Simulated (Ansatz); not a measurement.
A series at B: from `NB(N)N`, ligands are replaced one by one, each step taking up H–F and setting free NH₃; n counts the steps. Ansatz, PBE0-D4/def2-TZVP geometries. Each molecule was computed in one conformer, which needn't be the lowest.

CBS adds triple-zeta CCSD(T) − MP2 to the MP2 limit, frozen cores; atoms without spin–orbit coupling. 

```tsv
n	molecule	atomization energy, CCSD(T)/CBS (kJ/mol)
0	`NB(N)N`	?
1	`NB(N)F`	3195.4
2	`NB(F)F`	2591.3
3	`FB(F)F`	1960.8
```

By hand: fit a straight line y = ȳ + b (n − n̄) to the 3 given rows and predict n = 0.

n̄ = 2.000, ȳ = 2582.50; Σ(n − n̄)(y − ȳ) = -1234.60, Σ(n − n̄)² = 2.000, so b = -617.30 kJ/mol a step. Prediction: 2582.50 + (-617.30) × (-2.000) = 3817.1 kJ/mol.

By hand: compare with the computed value, 3784.6 kJ/mol, and give the steps along the whole series.

The line misses by -32.5 kJ/mol (computed minus predicted). Steps: -589.2, -604.1, -630.5 kJ/mol.

The steps differ by up to 41.3 kJ/mol, small against a whole step but well beyond the method's doubt, so the ligands' effects don't simply add. The miss is 1.8 % of the series' range. The energies themselves are unsure by some kJ/mol a bond, though much of that is common to the series.
